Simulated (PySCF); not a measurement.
**Spinor energies of Ta⁵⁺ (tantalum, charge +5)**

Start: [Xe] 4f14. Calculated with PySCF 2.14 in x2c-TZVPPall-2c with one added diffuse shell each of s, p, d, f type (12s12p11d4f1g, 140 functions): generalised Hartree-Fock with the X2C-1e Hamiltonian and a Gaussian nucleus; spin-orbit coupling (SO) screened by Boettger's factors.

| spinor shell | electrons | ε, screened SO (eV) | weight of nominal j (screened SO) | rms radius, screened SO (bohr) |
| --- | --- | --- | --- | --- |
| 1s1/2 | 2 | -67814.8 | 1.000 | 0.0211 |
| 2s1/2 | 2 | -11837.4 | 1.000 | 0.0853 |
| 2p1/2 | 2 | -11294.8 | 1.000 | 0.0726 |
| 3s1/2 | 2 | -2817.5 | 1.000 | 0.218 |
| 3p1/2 | 2 | -2576.8 | 1.000 | 0.210 |
| 3p3/2 | 4 | -2297.3 | 1.000 | 0.225 |
| 3d3/2 | 4 | -1895.3 | 1.000 | 0.199 |
| 3d5/2 | 6 | -1834.9 | 1.000 | 0.203 |
| 4s1/2 | 2 | -652.26 | 1.000 | 0.488 |
| 4p1/2 | 2 | -551.67 | 1.000 | 0.497 |
| 4p3/2 | 4 | -486.65 | 1.000 | 0.530 |
| 4d3/2 | 4 | -320.76 | 1.000 | 0.557 |
| 4d5/2 | 6 | -308.45 | 1.000 | 0.569 |
| 5s1/2 | 2 | -143.56 | 1.000 | 1.16 |
| 5p1/2 | 2 | -110.24 | 1.000 | 1.27 |
| 5p3/2 | 4 | -100.33 | 1.000 | 1.36 |
| 4f5/2 | 6 | -99.534 | 1.000 | 0.691 |
| 4f7/2 | 8 | -97.538 | 1.000 | 0.696 |

Where does 2p3/2 lie, and what is the 2p spin-orbit splitting (screened SO)?

At -10019.1 eV, 1275.8 eV above 2p1/2.

```
   quantity   screened SO
E (hartree)  -15605.72554
        M_J             0
       ⟨J²⟩         0.000
       ⟨L²⟩         0.113
       ⟨S²⟩         0.113
```

Breit and QED terms are absent; they matter most for the inner s and p1/2 levels.

Densities and radii are taken from the X2C orbitals without a picture-change correction, which distorts them close to the nucleus.
